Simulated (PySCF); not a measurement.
## Platinum: a sound run and one with changed settings

Sound run: Pt²⁺ [Xe] 4f14 5d8, Pt³⁺ [Xe] 4f14 5d7. All numbers are calculated (PySCF 2.14, scalar relativity through the core potential, in cc-pVTZ-PP with ECP60MDF (5s5p4d2f1g, 63 functions)). In the sound run the correlated levels freeze 5s2 5p6 outside the core potential. The sound run starts from symmetry-adapted Hartree-Fock orbitals and uses a fine grid where one is needed.

Changed run: initial guess minao, at most 50 SCF cycles, level shift 0.5 hartree.

```json
{"species": "Pt²⁺", "method": "UHF", "sound run (hartree)": "-117.61747", "changed run (hartree)": "-117.61747", "converged": "yes"}
{"species": "Pt²⁺", "method": "MN15", "sound run (hartree)": "-118.13227", "changed run (hartree)": "-118.13227", "converged": "yes"}
{"species": "Pt²⁺", "method": "M06-2X", "sound run (hartree)": "-118.24553", "changed run (hartree)": "-118.24553", "converged": "yes"}
{"species": "Pt²⁺", "method": "MP2", "sound run (hartree)": "-117.81872", "changed run (hartree)": "-117.78259", "converged": "yes"}
{"species": "Pt³⁺", "method": "UHF", "sound run (hartree)": "-116.54812", "changed run (hartree)": "-116.49964", "converged": "yes"}
{"species": "Pt³⁺", "method": "MN15", "sound run (hartree)": "-116.98331", "changed run (hartree)": "-116.98045", "converged": "yes"}
{"species": "Pt³⁺", "method": "M06-2X", "sound run (hartree)": "-117.10160", "changed run (hartree)": "-117.10160", "converged": "yes"}
{"species": "Pt³⁺", "method": "MP2", "sound run (hartree)": "-116.69251", "changed run (hartree)": "-116.62771", "converged": "yes"}
```

Ionisation energy of Pt²⁺:

```csv
method,sound run (eV),changed run (eV)
UHF,29.099,30.418
MN15,31.265,31.343
M06-2X,31.128,31.128
MP2,30.646,31.426
SCS-MP2,30.675,31.523
```

The plain start fixes occupations by D2h representation alone, and Pt³⁺ at UHF, Pt³⁺ at MN15 landed in another state (other ⟨L²⟩ or ⟨S²⟩). A level shift leaves the converged SCF energy unchanged but raises the virtual orbital energies, which shrinks MP2 if it is not removed.

For comparison, NIST gives 29 ± 1.6 eV between the lowest levels.
